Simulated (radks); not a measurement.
Results of a calculation; reference values are marked as such.
Species: the holmium ion Ho37+. Configuration: [Ar] 3d10 4s1.75 4f0.25 (fractional occupations, a model configuration). Level of theory: scalar-relativistic Kohn-Sham, RPBE, spin-polarised, spherical densities, finite nucleus; open shells are filled with parallel spins first (spin-orbit coupling, left out, can overturn this in heavy ions); Fermi nuclear charge, rms radius 5.2022 fm (a radial shooting solver on a logarithmic mesh with Libxc functionals).

Local quantities along the radius. ELF = 1/(1 + alpha^2) is the electron localisation function; alpha = (tau - tau_W)/tau_unif compares the Pauli kinetic energy density with that of the uniform gas (summed over spins). tau is taken from the large components.

```
   r/bohr * ELF (the largest magnitude, 0.999, reaches the edge; | marks zero)
 0.001071 |                                                      *
 0.001362 |                                                      *
 0.001731 |                                                      *
   0.0022 |                                                      *
 0.002797 |                                                      *
 0.003556 |                                                      *
 0.004521 |                                                      *
 0.005701 |                                                      *
 0.007247 |                                                      *
 0.009213 |                                                     *
  0.01171 |                                                    *
  0.01489 |                                                *
  0.01893 |                                      *
  0.02406 |                       *
  0.03059 |                 *
  0.03889 |                       *
  0.04943 |                                   *
  0.06284 |                                         *
  0.07989 |                                   *
   0.1016 |                     *
   0.1291 |                   *
   0.1641 |                                 *
   0.2086 |                                          *
   0.2631 |                                      *
   0.3345 |                  *
   0.4252 |        *
   0.5406 |                  *
   0.6872 |               *
   0.8736 |*
    1.111 *
```

On this mesh the ELF has minima near r = 0.031, 0.11, 0.43 bohr, which separate the shells, and maxima near 0.063 (0.75), 0.21 (0.78), 0.61 (0.40).
